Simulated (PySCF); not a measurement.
**Radial density of Sb (antimony, neutral)**

PBEsol, [Kr] 4d10 5s2 5p2 6s1, high-spin 4P determinant (an excited configuration). Calculation: PySCF 2.14, in aug-cc-pwCVDZ-PP with ECP28MDF; a scalar-relativistic core potential. This is the valence pseudo-density: the core potential removes the inner electrons and smooths the orbitals near the nucleus.

| r (bohr) | 4πr²ρ (e/bohr) | 4πr²(ρα − ρβ) |
| --- | --- | --- |
| 0.00494 | 1.415e-05 | 0.0000 |
| 0.00830 | 3.915e-05 | 0.0000 |
| 0.0140 | 0.0001040 | 0.0000 |
| 0.0235 | 0.0002483 | 0.0000 |
| 0.0395 | 0.0004669 | 0.0000 |
| 0.0665 | 0.0008376 | 0.0000 |
| 0.112 | 0.005479 | 0.0000 |
| 0.188 | 0.06974 | 0.0002 |
| 0.316 | 1.185 | 0.0078 |
| 0.532 | 13.73 | 0.1243 |
| 0.895 | 22.20 | 0.0150 |
| 1.51 | 5.968 | 0.4637 |
| 2.53 | 1.869 | 0.9015 |
| 4.26 | 0.4310 | 0.3788 |
| 7.16 | 0.1535 | 0.1532 |
| 12.1 | 0.001015 | 0.0010 |

Energies and moments cover only the electrons outside the core potential. The outer electron is Rydberg-like, and this basis confines it to a smaller radius and binds it less than a complete one would.
